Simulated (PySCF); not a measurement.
H4O4P, charge +1, singlet, geometry from GFN2-xTB; PySCF with DF-PBE/aug-cc-pVDZ.

The PySCF input:
```python
from pyscf import gto, scf, dft
import numpy

mol = gto.Mole()
mol.atom = '''
    O     0.353403    1.406019   -0.687025
    P    -0.148925    0.222062   -0.050697
    O    -0.436129    0.142859    1.465607
    O    -1.148918   -0.743591   -0.709835
    O     1.292299   -0.976420   -0.053294
    H    -0.390848    0.983460    1.925291
    H    -1.323706   -0.580650   -1.639085
    H     2.179922   -0.588382   -0.153708
    H     1.283260   -1.776291    0.504339
'''
mol.basis = 'aug-cc-pvdz'
mol.charge = 1
mol.spin = 0
mol.verbose = 4
mol.build()
print('smallest overlap eigenvalue', numpy.linalg.eigvalsh(mol.intor('int1e_ovlp'))[0])

mf = dft.RKS(mol)
mf.xc = 'pbe'
mf = mf.density_fit(auxbasis='def2-universal-jkfit')
mf = scf.addons.remove_linear_dep_(mf, threshold=1e-6, lindep=1e-6)
mf.kernel()
```

It wrote (shortened):

```
PySCF version 2.14.0

[INPUT] verbose = 4
[INPUT] num. atoms = 9
[INPUT] num. electrons = 50
[INPUT] charge = 1
[INPUT] spin (= nelec alpha-beta = 2S) = 0
[INPUT] symmetry False subgroup None
[INPUT] Mole.unit = angstrom
[INPUT] Symbol           X                Y                Z      unit          X                Y                Z       unit  Magmom
[INPUT]  1 O      0.353403000000   1.406019000000  -0.687025000000 AA    0.667834881600   2.656990835935  -1.298289090729 Bohr   0.0
[INPUT]  2 P     -0.148925000000   0.222062000000  -0.050697000000 AA   -0.281427463101   0.419636362673  -0.095803445337 Bohr   0.0
[INPUT]  3 O     -0.436129000000   0.142859000000   1.465607000000 AA   -0.824164364980   0.269964384429   2.769595836245 Bohr   0.0
[INPUT]  4 O     -1.148918000000  -0.743591000000  -0.709835000000 AA   -2.171140359583  -1.405183338691  -1.341393743631 Bohr   0.0
[INPUT]  5 O      1.292299000000  -0.976420000000  -0.053294000000 AA    2.442091181049  -1.845166382548  -0.100711064083 Bohr   0.0
[INPUT]  6 H     -0.390848000000   0.983460000000   1.925291000000 AA   -0.738595676334   1.858470054465   3.638272700090 Bohr   0.0
[INPUT]  7 H     -1.323706000000  -0.580650000000  -1.639085000000 AA   -2.501441809444  -1.097269474229  -3.097421744883 Bohr   0.0
[INPUT]  8 H      2.179922000000  -0.588382000000  -0.153708000000 AA    4.119455552914  -1.111880836624  -0.290466023155 Bohr   0.0
[INPUT]  9 H      1.283260000000  -1.776291000000   0.504339000000 AA    2.425009946609  -3.356703507530   0.953062583937 Bohr   0.0

nuclear repulsion = 288.579097301041
number of shells = 60
number of NR pGTOs = 234
number of NR cGTOs = 155
basis = aug-cc-pvdz
ecp = {}
input.py:26: DeprecationWarning: remove_linear_dep_ is deprecated and will be removed in a future release. Linear dependency handling is now built into the SCF procedure by default. Linear dependency removal can be controlled using the following settings:
  pyscf.scf.hf.remove_overlap_zero_eigenvalue = True
  pyscf.scf.hf.overlap_zero_eigenvalue_threshold = 1e-6

  mf = scf.addons.remove_linear_dep_(mf, threshold=1e-6, lindep=1e-6)
smallest overlap eigenvalue 0.00044480461471522277

******** <class 'pyscf.df.df_jk.DFRKS'> ********
method = DFRKS
initial guess = minao
damping factor = 0
level_shift factor = 0
DIIS = <class 'pyscf.scf.diis.CDIIS'>
diis_start_cycle = 1
diis_space = 8
diis_damp = 0
SCF conv_tol = 1e-09
SCF conv_tol_grad = None
SCF max_cycles = 50
direct_scf = False
XC library pyscf.dft.libxc version 7.1.2
    S. Lehtola, C. Steigemann, M. J. T. Oliveira, and M. A. L. Marques,  SoftwareX 7, 1–5 (2018)
XC functionals = pbe
    J. P. Perdew, K. Burke, and M. Ernzerhof,  Phys. Rev. Lett. 77, 3865 (1996)
    J. P. Perdew, K. Burke, and M. Ernzerhof,  Phys. Rev. Lett. 78, 1396 (1997)
    J. P. Perdew, K. Burke, and M. Ernzerhof,  Phys. Rev. Lett. 77, 3865 (1996)
    J. P. Perdew, K. Burke, and M. Ernzerhof,  Phys. Rev. Lett. 78, 1396 (1997)
radial grids:
    Treutler-Ahlrichs [JCP 102, 346 (1995); DOI:10.1063/1.469408] (M4) radial grids

becke partition: Becke, JCP 88, 2547 (1988); DOI:10.1063/1.454033
pruning grids: <function nwchem_prune>
grids dens level: 3
symmetrized grids: False
atomic radii adjust function: <function treutler_atomic_radii_adjust>
small_rho_cutoff = 0
Set gradient conv threshold to 3.16228e-05
Initial guess from minao.
tot grids = 114744
init E= -645.321423489437
  HOMO = -0.411892905231443  LUMO = -0.0881681754508796  gap/eV = 8.80900
cycle= 1 E= -643.680031028126  delta_E= 1.64  |g|= 1.31  |ddm|= 3.29
  HOMO = -0.322062752654301  LUMO = -0.241058290280315  gap/eV = 2.20424
cycle= 2 E= -642.352221773819  delta_E= 1.33  |g|= 2.78  |ddm|= 3.47
  HOMO = -0.487446605354695  LUMO = -0.247077992630714  gap/eV = 6.54076
cycle= 3 E= -643.899961676895  delta_E= -1.55  |g|= 0.721  |ddm|= 2.99
  HOMO = -0.488885683163012  LUMO = -0.25839173634933  gap/eV = 6.27206
cycle= 4 E= -644.001716899092  delta_E= -0.102  |g|= 0.122  |ddm|= 0.624
  HOMO = -0.488918612717374  LUMO = -0.258964863933829  gap/eV = 6.25736
cycle= 5 E= -644.003650843812  delta_E= -0.00193  |g|= 0.0627  |ddm|= 0.111
  HOMO = -0.486563209173224  LUMO = -0.256485471706607  gap/eV = 6.26073
cycle= 6 E= -644.004337054075  delta_E= -0.000686  |g|= 0.0166  |ddm|= 0.0475
  HOMO = -0.486477204928108  LUMO = -0.256352999557515  gap/eV = 6.26200
cycle= 7 E= -644.004389309498  delta_E= -5.23e-05  |g|= 0.00501  |ddm|= 0.0133
  HOMO = -0.487231232625894  LUMO = -0.256529155656296  gap/eV = 6.27772
cycle= 8 E= -644.004394700922  delta_E= -5.39e-06  |g|= 0.000773  |ddm|= 0.00452
  HOMO = -0.487240486238239  LUMO = -0.25649301910259  gap/eV = 6.27896
cycle= 9 E= -644.004394813204  delta_E= -1.12e-07  |g|= 0.000212  |ddm|= 0.000688
  HOMO = -0.487244799862849  LUMO = -0.256494855240206  gap/eV = 6.27903
cycle= 10 E= -644.004394814671  delta_E= -1.47e-09  |g|= 0.000192  |ddm|= 0.000253
  HOMO = -0.487253527880943  LUMO = -0.256496850895103  gap/eV = 6.27921
cycle= 11 E= -644.004394821587  delta_E= -6.92e-09  |g|= 2.06e-05  |ddm|= 0.000143
  HOMO = -0.487252952660727  LUMO = -0.256496214356992  gap/eV = 6.27921
cycle= 12 E= -644.004394821668  delta_E= -8.17e-11  |g|= 2.82e-06  |ddm|= 1.85e-05
  HOMO = -0.487253268411387  LUMO = -0.256496273560568  gap/eV = 6.27922
Extra cycle  E= -644.004394821668  delta_E= 1.14e-13  |g|= 3.91e-06  |ddm|= 6.05e-06
converged SCF energy = -644.004394821668
```
